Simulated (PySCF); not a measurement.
# Pd⁺: ionisation energy

Pd⁺ [Kr] 4d9 (2D) → Pd²⁺ [Kr] 4d8 (3F), as a difference of total energies. All numbers are calculated (PySCF 2.14, a scalar-relativistic core potential, in aug-cc-pwCVDZ-PP with ECP28MDF (6s6p5d3f, 70 functions)). Correlated levels: valence: 4s2 4p6 frozen; valence and next inner shell: nothing frozen outside the core potential. The calculations carry no spin-orbit coupling.

Question: Order these methods by the ionisation energy they give, lowest first.
A. CAM-B3LYP
B. MP2 (valence and next inner shell)
C. SCS-MP2 (valence and next inner shell)
D. SCS-MP2 (valence)

Answer: C (19.073 eV), D (19.123 eV), B (19.309 eV), A (19.513 eV).

The reference lies between the lowest fine-structure levels, while these numbers refer to the centres of the terms.

Errors of the correlated levels include the incompleteness of this basis and the frozen core.

For comparison: 19.43 ± 0.12 eV (semi-empirical (NIST evaluation); NIST Atomic Spectra Database, ionization energies).
